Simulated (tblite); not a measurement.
Compound: C5H4FN.
Atom-mapped SMILES: `[CH3:1][C:2](=[C:3]=[CH:4][F:5])[C:6]#[N:7]` (hydrogens: H8, H9, H10 on C1; H11 on C4)

Computed with GFN2-xTB (tblite), gas phase: L-BFGS steps from a force-field or distance-geometry start until the largest atomic force falls under 0.01 eV/Å.

At the end of the run (lengths in Å): C1–C2 1.501, C1–H9 1.089, C4–H11 1.082, C1–H8 1.087, C6≡N7 1.145, C3=C4 1.295, C1–H10 1.090, C1–C2–C6 116.2°, C3–C4–F5 122.9°, C1–C2–C3 124.8°, C2–C3–C4 179.3°, H8–C1–C2–C3 2°.

Question: These geometries were met on the way; a selection of coordinates is given. Order them by energy above the end point, lowest first.
A. C1–C2 1.502, C1–H9 1.088, C4–H11 1.083, C1–H8 1.091, C6≡N7 1.153, C3=C4 1.284, C1–H10 1.082, C1–C2–C6 125.9°, C3–C4–F5 118.3°, C1–C2–C3 117.2°, C2–C3–C4 178.3°, H8–C1–C2–C3 -23°
B. C1–C2 1.450, C1–H9 1.127, C4–H11 1.045, C1–H8 1.113, C6≡N7 1.161, C3=C4 1.298, C1–H10 1.104, C1–C2–C6 127.5°, C3–C4–F5 114.3°, C1–C2–C3 116.5°, C2–C3–C4 179.7°, H8–C1–C2–C3 -24°
C. C1–C2 1.507, C1–H9 1.090, C4–H11 1.086, C1–H8 1.087, C6≡N7 1.145, C3=C4 1.299, C1–H10 1.085, C1–C2–C6 120.5°, C3–C4–F5 121.5°, C1–C2–C3 121.8°, C2–C3–C4 176.8°, H8–C1–C2–C3 -23°
D. C1–C2 1.482, C1–H9 1.085, C4–H11 1.079, C1–H8 1.087, C6≡N7 1.131, C3=C4 1.281, C1–H10 1.082, C1–C2–C6 124.6°, C3–C4–F5 121.8°, C1–C2–C3 120.0°, C2–C3–C4 175.0°, H8–C1–C2–C3 -21°
E. C1–C2 1.495, C1–H9 1.087, C4–H11 1.079, C1–H8 1.086, C6≡N7 1.145, C3=C4 1.294, C1–H10 1.084, C1–C2–C6 123.2°, C3–C4–F5 123.0°, C1–C2–C3 120.8°, C2–C3–C4 174.1°, H8–C1–C2–C3 -21°

Answer: C (0.038 eV), E (0.068 eV), D (0.112 eV), A (0.213 eV), B (0.449 eV).

```csv
step,E above end (eV),"rms distance from the end, all atoms (Å)",largest force (eV/Å),rms shift of all bonds from the end (Å)
13,0.038,0.226,0.317,0.004
7,0.068,0.249,0.328,0.003
5,0.112,0.252,2.247,0.010
3,0.213,0.263,1.009,0.006
0,0.449,0.272,2.386,0.026
```

Rows stand in the order of the answer.
